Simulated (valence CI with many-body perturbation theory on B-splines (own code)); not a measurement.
# Level structure of Tb43+

Calculated by configuration interaction combined with many-body perturbation theory (CI+MBPT): four valence electrons over a frozen Dirac-Fock core [Ar], radial functions for each j: 7 s, 7 p, 8 d, 6 f, 4 g, 1 h, with the one-electron correlation potential Σ1 (screened to all orders), the two-electron term Σ2, the three-electron term Σ3, Breit, model QED; selected single and double excitations, second order for the rest, scaled by the run's own slope (own B-spline code, finite nucleus).

The last digits are not significant, and no measured levels were compared; by estimate large intervals hold to a few tenths of a per cent, small ones and those within an open d or f shell to about a per cent. Only levels of the ground parity were solved; by the run's estimate the other parity begins above the list, which can be wrong where configurations are misplaced.

Levels 1 to 34 of 34, with energies above the lowest level, (3d3/2^4) J=0. "Leading %" is the weight of the configuration and term that name the level; weights of strongly mixed levels are sums over their largest components and can fall short. In the jj column 3d3/2^4 stands for four electrons in 3d with j = 3/2.

```csv
No.,Configuration,Term,J,E (eV),Leading %,g,Leading jj
1,3d⁴,³P,0,0.00,58,,3d3/2^4 (98 %)
2,3d⁴,⁵D,1,31.61,62,1.492,3d3/2^3 3d5/2 (98 %)
3,3d⁴,³F,4,42.04,30,1.081,3d3/2^3 3d5/2 (97 %)
4,3d⁴,⁵D,2,42.96,46,1.254,3d3/2^3 3d5/2 (87 %)
5,3d⁴,³F,3,46.28,29,1.161,3d3/2^3 3d5/2 (90 %)
6,3d⁴,⁵D,0,70.80,65,,3d3/2^2 3d5/2^2 (97 %)
7,3d⁴,⁵D,2,72.60,42,1.190,3d3/2^2 3d5/2^2 (89 %)
8,3d⁴,³H,4,73.22,40,1.150,3d3/2^2 3d5/2^2 (96 %)
9,3d⁴,⁵D,3,74.99,47,1.140,3d3/2^2 3d5/2^2 (88 %)
10,3d⁴,³H,5,78.57,68,1.079,3d3/2^2 3d5/2^2 (100 %)
11,3d⁴,³H,6,81.10,50,1.076,3d3/2^2 3d5/2^2 (99 %)
12,3d⁴,³P,1,81.78,45,1.126,3d3/2^2 3d5/2^2 (93 %)
13,3d⁴,³G,4,85.41,57,1.028,3d3/2^2 3d5/2^2 (97 %)
14,3d⁴,³F,3,85.66,44,1.093,3d3/2^2 3d5/2^2 (95 %)
15,3d⁴,³D,2,86.83,35,1.097,3d3/2^2 3d5/2^2 (95 %)
16,3d⁴,³F,2,97.18,47,0.991,3d3/2^2 3d5/2^2 (93 %)
17,3d⁴,³F,4,101.12,63,1.206,3d3/2^2 3d5/2^2 (86 %)
18,3d⁴,³P,2,111.14,42,1.187,3d3/2^2 3d5/2^2 (88 %)
19,3d⁴,⁵D,4,113.82,27,1.131,3d3/2 3d5/2^3 (85 %)
20,3d⁴,³F,3,114.32,45,1.160,3d3/2 3d5/2^3 (95 %)
21,3d⁴,³D,1,118.60,56,0.927,3d3/2 3d5/2^3 (95 %)
22,3d⁴,³G,5,118.97,68,1.138,3d3/2 3d5/2^3 (100 %)
23,3d⁴,¹I,6,119.81,50,1.074,3d3/2 3d5/2^3 (99 %)
24,3d⁴,³P,0,120.20,62,,3d3/2^2 3d5/2^2 (52 %)
25,3d⁴,³F,2,126.26,50,1.053,3d3/2 3d5/2^3 (89 %)
26,3d⁴,³D,3,127.94,36,1.089,3d3/2 3d5/2^3 (97 %)
27,3d⁴,¹S,0,137.28,75,,3d3/2 3d5/2^3 (44 %)
28,3d⁴,³F,3,140.19,66,1.057,3d3/2 3d5/2^3 (100 %)
29,3d⁴,³P,1,140.68,91,1.422,3d3/2 3d5/2^3 (98 %)
30,3d⁴,¹G,4,141.27,70,1.041,3d3/2 3d5/2^3 (94 %)
31,3d⁴,¹D,2,144.76,66,1.103,3d3/2 3d5/2^3 (78 %)
32,3d⁴,³F,4,160.02,48,1.155,3d5/2^4 (95 %)
33,3d⁴,¹D,2,170.07,41,1.058,3d5/2^4 (85 %)
34,3d⁴,¹S,0,192.02,53,,3d5/2^4 (85 %)
```

The ionisation energy to 3d³ ⁴F3/2 of the next ion comes out as 3458.6 eV (NIST: 3458 ± 4 eV (theoretical)). All 34 levels together are meant to be complete up to 199.70 eV.
